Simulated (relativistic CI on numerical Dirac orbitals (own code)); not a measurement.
Line list: Electric-dipole lines, Ru XXVII

Method of calculation: Dirac-Coulomb-Breit CI, separate exchange-only KLI orbitals for each configuration, QED by a radiative potential, unscaled Slater integrals (own radial code, finite nucleus).

CI space (outside the closed core [Ne]): 3s²3p⁶, 3s²3p⁵3d, 3s3p⁶3d, 3s²3p⁵4s, 3s²3p⁵4p, 3s²3p⁵4d, 3s3p⁶4s, 3p⁶3d4p, 3s²3p⁵4f, 3s3p⁶4p, 3s3p⁶4d, 3s3p⁶4f, 3s²3p⁵5s, 3s²3p⁵5p, 3s²3p⁵5d, 3s²3p⁵5f, 3s²3p⁵5g, 3s3p⁶5s, 3s3p⁶5p, 3s3p⁶5d, 3s²3p⁵6s, 3s²3p⁵6p, 3p⁶3d², 3p⁵3d³, 3p⁵3d²4s, 3p⁵3d²4p, 3p⁵3d²4d, 3p⁶3d4s, 3p⁵3d4s², 3p⁵3d4s4p, 3p⁵3d4s4d. Double excitations out of closed p, d and f shells are left out; levels of such configurations are missing from the list, as are those of other unlisted configurations, and high levels can miss mixing partners. These lack a partner that the ground configuration has and come out too high: 3s²3p⁵4f, 3s²3p⁵5s, 3s²3p⁵5p, 3s²3p⁵5d, 3s²3p⁵5f.

| λ vac (Å) | Lower | Upper | A (s⁻¹) | log gf | S velocity/length |
| --- | --- | --- | --- | --- | --- |
| 13.633 | 3s²3p⁵3d ³F°4 [6] | 3s²3p⁵5f ³G5 [213] | 4.77e+12 | 0.16 | 0.95 |
| 16.293 | 3s²3p⁶ ¹S0 [1] | 3s²3p⁵4d ¹P°1 [157] | 1.27e+13 | 0.18 | 0.94 |
| 18.179 | 3s²3p⁵3d ³P°1 [3] | 3s²3p⁵4f ³D2 [166] | 6.95e+12 | 0.24 | 0.93 |
| 18.228 | 3s²3p⁵3d ³F°2 [10] | 3s²3p⁵4f ³G3 [175] | 1.10e+13 | 0.58 | 0.98 |
| 18.250 | 3s3p⁶3d ³D1 [14] | 3s3p⁶4f ³F°2 [185] | 1.01e+13 | 0.40 | 0.96 |
| 18.272 | 3s²3p⁵3d ³P°2 [5] | 3s²3p⁵4f ³D3 [169] | 6.08e+12 | 0.33 | 0.95 |
| 18.273 | 3s²3p⁵3d ³F°3 [4] | 3s²3p⁵4f ³G4 [168] | 1.07e+13 | 0.68 | 0.99 |
| 18.290 | 3s3p⁶3d ³D2 [15] | 3s3p⁶4f ³F°3 [186] | 1.04e+13 | 0.56 | 0.96 |
| 18.348 | 3s²3p⁵3d ¹D°2 [7] | 3s²3p⁵4f ¹F3 [170] | 7.57e+12 | 0.43 | 0.97 |
| 18.361 | 3s²3p⁵3d ³F°4 [6] | 3s²3p⁵4f ³G5 [167] | 1.17e+13 | 0.81 | 0.99 |
| 18.397 | 3s3p⁶3d ³D3 [16] | 3s3p⁶4f ³F°4 [187] | 1.19e+13 | 0.73 | 0.96 |
| 18.401 | 3s²3p⁵3d ³D°2 [11] | 3s²3p⁵4f ³D3 [176] | 1.13e+13 | 0.60 | 0.95 |
| 18.432 | 3s²3p⁵3d ¹F°3 [12] | 3s²3p⁵4f ³G4 [177] | 1.16e+13 | 0.73 | 0.98 |
| 18.485 | 3s²3p⁵3d ³D°3 [8] | 3s²3p⁵4f ³F4 [171] | 1.05e+13 | 0.69 | 0.97 |
| 18.561 | 3s3p⁶3d ¹D2 [17] | 3s3p⁶4f ¹F°3 [188] | 1.14e+13 | 0.61 | 0.97 |
| 18.648 | 3s²3p⁵3d ³D°1 [9] | 3s²3p⁵4f ¹D2 [172] | 6.81e+12 | 0.25 | 0.98 |
| 67.075 | 3s²3p⁶ ¹S0 [1] | 3s²3p⁵3d ¹P°1 [13] | 7.96e+11 | 0.21 | 0.63 |
| 67.104 | 3p⁶3d² ¹G4 [24] | 3p⁵3d³ ¹F°3 [145] | 7.54e+11 | 0.55 | 0.68 |
| 68.617 | 3p⁶3d² ¹G4 [24] | 3p⁵3d³ ¹G°4 [142] | 8.28e+11 | 0.72 | 0.68 |
| 69.060 | 3p⁶3d² ³F4 [20] | 3p⁵3d³ ³F°4 [134] | 6.33e+11 | 0.61 | 0.71 |

Terms are leading LS components. Brackets give the number of a level in order of energy, since labels repeat. The list gives strong lines, with weight on those to low levels, among the lowest 400 of 1344 levels, so that lines to higher ones, which can be the strongest, are missing. Levels whose partners in the same complex of configurations lie outside the list can be far off, and so can their lines. Rates are taken at the computed energies, electric ones in the length gauge. A velocity-to-length ratio far from 1 marks an uncertain rate.

At this charge energies of transitions that change n are usually good to better than 1 %, and those within a shell (Δn = 0) to a few per cent.

LS names give the leading component of a level, which can be under half, so a name can repeat, a term be missing and a line seem to break the LS rules.
